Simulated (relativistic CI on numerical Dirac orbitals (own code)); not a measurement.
**Hyperfine structure of Xe XXXIX, mass number 129**

Calculated at this level of theory: Dirac-Coulomb-Breit CI, orbitals from a KLI potential per configuration, QED by a radiative potential, unscaled Slater integrals (own radial code, finite nucleus).

CI space (outside the closed core [Ne]): 3s2 3p4, 3s 3p5, 3s2 3p3 3d, 3p6, 3s 3p4 3d, 3p5 3d, 3s 3p3 3d2, 3s2 3p2 3d 4p, 3p5 4s, 3s 3p3 3d 4s, 3p5 4p, 3s2 3p3 4s, 3s2 3p2 3d2, 3s2 3p 3d3, 3s 3p2 3d3, 3s2 3p 3d2 4s, 3p4 3d2, 3p3 3d3, 3p3 3d2 4s, 3s2 3p2 3d 4s, 3s 3p2 3d2 4s, 3s2 3p 3d 4s2. Double excitations out of closed p, d and f shells are left out; levels of such configurations are missing from the list, as are those of other unlisted configurations, and high levels can miss mixing partners.

Nuclear spin I = 1/2, μ = -0.77796 μN (tables of Stone and Pyykkö). The electronic factors are computed for point nuclear moments, without core polarisation or the Bohr-Weisskopf and QED corrections.

| Level | E (cm⁻¹) | A (GHz) |
| --- | --- | --- |
| 3s2 3p4 3P_2 | 0 | -107.2 |
| 3s2 3p4 3P_1 | 609930 | 39.07 |
| 3s2 3p4 1D_2 | 667260 | -260.7 |
| 3s 3p5 3P°_2 | 1585232 | -348.2 |

Levels with J = 0, under 50 % of one LS term, or S terms without an open s electron are left out. Small factors come from cancelling terms and can be off by tens of per cent or more.

At this charge energies of transitions that change n are usually good to better than 1 %, and those within a shell (Δn = 0) to a few per cent.

(1) Give the hyperfine levels of 3s2 3p4 3P_2 relative to its centre of gravity.

## Answers

(1) With K = F(F + 1) − I(I + 1) − J(J + 1), E = AK/2: F = 3/2: 160.8, F = 5/2: -107.2 GHz.

LS names give the leading component of a level, which can be under half, so a name can repeat, a term be missing and a line seem to break the LS rules.
